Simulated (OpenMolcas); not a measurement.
# Pt4+: ligand-field states by method

Pt4+ with 6 ligands (fluoride) in trigonal antiprismatic coordination (D3d) at 1.92 Å, a polar angle of 54.2° against the regular 54.74°. A charge of +0.333 e stands 3.2 Å behind each ligand. Ligand basis ANO-RCC-VDZP.
```
Pt    0.0000    0.0000    0.0000
F     0.0000    1.5570    1.1234
F    -1.3484   -0.7785    1.1234
F     1.3484   -0.7785    1.1234
F     0.0000   -1.5570   -1.1234
F     1.3484    0.7785   -1.1234
F    -1.3484    0.7785   -1.1234
```

* Program: OpenMolcas
* Basis: ANO-RCC-VDZP [7s6p4d2f]
* Scalar Hamiltonian: DKH2, point nucleus
* Active space: 6 electrons in 5 orbitals (5d)
* State averaging: 2S+1 = 5 even, 5 roots; 2S+1 = 3 even, 45 roots; 2S+1 = 1 even, 50 roots
* Spin-orbit coupling: RASSI with atomic mean-field integrals over the reference wave functions

I. CASSCF
II. SS-CASPT2, IPEA 0.25 Eh, imaginary shift 0.1 Eh (closed shells correlated: 5s 5p and the ligand valence shells)

Spin-free states (labels of D3, the rotations of D3d) in cm-1, each column counted from its own energy of the first state listed:

| State | Degeneracy | I | II |
| --- | --- | --- | --- |
| 2S+1 = 1 | 1 | 0 | 0 |
| 3E | 2 | 24998 | 25340 |
| 2S+1 = 3 | 1 | 25032 | 25050 |
| 1E | 2 | 30551 | 28760 |
| 2S+1 = 1 | 1 | 30592 | 28470 |
| 2S+1 = 3 | 1 | 30661 | 28980 |
| 3E | 2 | 30713 | 29420 |
| 2S+1 = 1 | 1 | 40344 | 35740 |
| 1E | 2 | 40503 | 36220 |
| 5E | 2 | 41206 | 47850 |
| 2S+1 = 5 | 1 | 41411 | 48560 |
| 2S+1 = 3 | 1 | 56073 | 56400 |
| 3E | 2 | 56193 | 56600 |
| 3E | 2 | 56302 | 57300 |
| 2S+1 = 3 | 1 | 56517 | 57520 |
| 2S+1 = 3 | 1 | 59366 | 59600 |
| 3E | 2 | 59483 | 59940 |
| 3E | 2 | 59547 | 60030 |
| 2S+1 = 3 | 1 | 61860 | 59970 |
| 3E | 2 | 61873 | 60070 |

From I to II, I's first state of the same spin (1E) moves from 30551 to 28760 cm-1, by about -1800 cm-1. In II another state of that kind comes below it.

From I to II, I's first state of another spin (3E) moves from 24998 to 25340 cm-1, by about +350 cm-1. In II another state of that kind comes below it.

χT at 300 K: I 0.02, II 0.02 cm3 K/mol.

The states above are spin-free; spin-orbit coupling is strong here and shifts and splits them by thousands of cm-1.

Roots that are degenerate in the reference are averaged as groups; the widest CASPT2 spread within a group is 460 cm-1 (the 2-fold group of multiplicity 1 near 61100 cm-1 above the lowest state of its run, II). Shifts and gaps below about the spread of the groups concerned are not significant. Over all roots computed the reference weight is 0.66 to 0.69 in II; a low but even weight reflects the number of correlated electrons. The least metal-like active orbital is 68 % on the metal (Löwdin) and no ligand orbital is active, so the numbers are rough, and ground spin, moment and any spin crossover can be artefacts of this space; highly charged d ions in such sites are as a rule low spin. Ligand-to-metal charge-transfer states are missing. With no ligand orbital active B as a rule stays too high, so bands that hang on it stand too high and its fall with covalency is understated. Without dynamic correlation the repulsion within the d shell is too large (B by tens of per cent), so at a given field states of lower spin stand too high (holds for I). With metal d orbitals alone the field can be off either way by tens of per cent (holds for I). With one d shell and no ligand orbital active, 10Dq can be off by a tenth or more (holds for II). The distance lies 1 % under the 1.94 Å that this model takes as the normal distance (a Shannon-type radius plus a fixed donor radius); by an R⁻⁵ law this alone changes a d-shell field by about +5 %. No measured value stands beside these numbers; the geometry was imposed, not optimised, and the real ion may take another.

A state without a sure symmetry label is named by its multiplicity alone.
